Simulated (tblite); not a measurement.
C3H6OSi.
Numbering: `[CH:1]#[C:2][SiH2:3][O:4][CH3:5]` (hydrogens: H6 on C1; H7, H8 on Si3; H9, H10, H11 on C5)

Computed with GFN2-xTB (tblite), gas phase: nudged elastic band of 9 images (0 to 8), spring 0.2 eV/Å², climbing image at the end, force threshold 0.05 eV/Å. No saddle search or frequency run followed, so the top image need not be a first-order saddle, and its height can exceed the method's true barrier by a kcal/mol or more.

The band describes a rotation about Si3–O4 (oxygen-bound silicon, silyl ether oxygen), followed by the dihedral C2–Si3–O4–C5, from the optimised start (-59°) to a second optimised geometry at 60°.

Problem. How does the energy change from image to image?

Solution. 
| image | dihedral (°) | E (kcal/mol) | Si3–O4 (Å) | C2···C5 (Å) | largest true force (eV/Å) |
| --- | --- | --- | --- | --- | --- |
| 0 | -59 | 0.00 | 1.623 | 3.54 | 0.01 |
| 1 | -46 | 0.17 | 1.624 | 3.43 | 0.02 |
| 2 | -32 | 0.68 | 1.624 | 3.35 | 0.04 |
| 3 | -15 | 1.30 | 1.625 | 3.31 | 0.04 |
| 4 | 6 | 1.51 | 1.625 | 3.30 | 0.02 |
| 5 | 25 | 1.11 | 1.625 | 3.31 | 0.04 |
| 6 | 40 | 0.55 | 1.625 | 3.36 | 0.03 |
| 7 | 52 | 0.17 | 1.625 | 3.43 | 0.03 |
| 8 | 60 | 0.01 | 1.623 | 3.55 | 0.01 |

Barriers of this band. The top is image 4 at 6°: 1.5 kcal/mol in either direction, as the ends lie within 0.002 eV of each other (their dihedrals are equal and opposite within 4°). The central bond is 0.002 Å longer at the top than at the start.

Problem. What rate follows at 298 K for crossing this barrier forward?

Solution. Taking the electronic barrier for the free energy of activation (no zero-point or entropy terms, transmission 1), rate = (kT/h)·exp(−ΔE/kT) ≈ 5 × 10^11 s⁻¹, whose inverse is 2 × 10^-12 s. An error of 1 kcal/mol in the barrier changes this by a factor of 5, and the method and the loose band can each miss by that much or more. The barrier is only 2.6 kT, where transition-state theory is rough.

What follows is the cost of the whole band run. The run took 9.5 s on Intel Xeon at 2.50 GHz, one thread, shared host with 64 logical CPUs at a one-minute load of 54, and the process peaked at 0.18 GiB of memory.
